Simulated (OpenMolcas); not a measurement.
## Levels of Sb⁺ by method

| Item | Value |
| --- | --- |
| Program | OpenMolcas 26.06 |
| Basis | ANO-RCC-VTZP [7s6p4d2f1g] |
| Scalar Hamiltonian | DKH2, point nucleus |
| Active space | 4 electrons in 9 orbitals (RAS2 5s 5p; RAS3 5d, at most 2 electrons) |
| State averaging | 2S+1 = 3 even, 3 roots; 2S+1 = 1 even, 6 roots; 2S+1 = 5 odd, 1 root; 2S+1 = 3 odd, 8 roots; 2S+1 = 1 odd, 8 roots |
| Spin-orbit coupling | state interaction with AMFI integrals over the reference wave functions, term energies averaged over their components |

Methods on the same reference wave functions:
A. RASSCF
B. SS-RASPT2, IPEA 0.25 Eh, imaginary shift 0.1 Eh (closed shells correlated: 4d)
C. XMS-RASPT2, IPEA 0.25 Eh, imaginary shift 0.1 Eh (closed shells correlated: 4d)

Energies in cm-1 above 5s2 5p2 3P0, the measured ground level; measured values from NIST Handbook of Basic Atomic Spectroscopic Data.

```csv
Level,A,B,C,Measured
5s2 5p2 3P0,0.0,0.0,0.0,0.0
5s2 5p2 3P1,2498,2580,2570,3055
5s2 5p2 3P2,5132,5050,5030,5658
5s2 5p2 1D2,13982,12420,12290,12790
5s2 5p2 1S0,25897,23920,24070,23906
5s 5p3 5S* 2,44048,50100,50250,51723
5s 5p3 3D* 1,64706,67650,67780,66292
5s 5p3 3D* 2,64769,67750,67880,66502
5s 5p3 3D* 3,65604,68630,68750,67888
5s 5p3 3P* 0,76548,78780,78920,76858
5s 5p3 3P* 2,76718,78800,78920,78391
5s 5p3 3P* 1,76837,79100,79240,77139
```

Deviations, from unrounded energies. A percentage is the sum of absolute deviations over the sum of measured energies, with the sign that they share, or ± where signs differ.

```csv
Against measurement,Levels,A,B,C
mean absolute deviation (cm-1),11,1800,980,1100
fine structure of the ground term (%),2,-12.4,-12.5,-12.8
other terms of the ground configuration (%),2,+8.7,±1.0,±1.8
other configurations (%),7,-3.2,±1.9,±2.0
```

B lies closest to measurement on these levels and A furthest from it. The largest miss of B in the table is 5s 5p3 3P* 1, by +2000 cm-1. The ranking rests on the paired levels alone, and a cruder setting can come out closer through cancelling errors.

Between B and C the level of the table that moves most is 5s2 5p2 1S0, by 150 cm-1 (lowest in B, highest in C). Moves below CASPT2's spread within the term are not significant.

From A to B the spin-free energies of the other terms of 5s2 5p2 shown, above 3P, scale by factors of 0.80 to 0.90.

The lowest spin-free term lies below A's lowest term by 0.438 hartree in B, 0.439 hartree in C.

Term energies are means over components that CASPT2 splits; among the terms shown or strongly mixed into the levels shown the widest spread is 73 cm-1 (5s 5p3 3D*, C). The run also gave levels led by 5s2 5p 5d, which use shells meant for correlation; these and all levels above them are left out. Some terms mix strongly with configurations of 5d, whose occupation reaches 0.19 (5s 5p3 3D*, 5s 5p3 3P*). Some terms miss by over 15 % even with CASPT2, which points to a basis or an active space too small for the shells correlated (holds for B; C). Measured partners are found by configuration, term and J. A level has none where our copy of the source lacks it or the pairing is in doubt (some pairs that miss far off the trend of their configuration count as doubtful), and it then counts in no deviation. Levels of configurations outside the active space are missing. The table leaves out levels that lie high or whose names do not pair safely across all columns.

* marks odd parity.
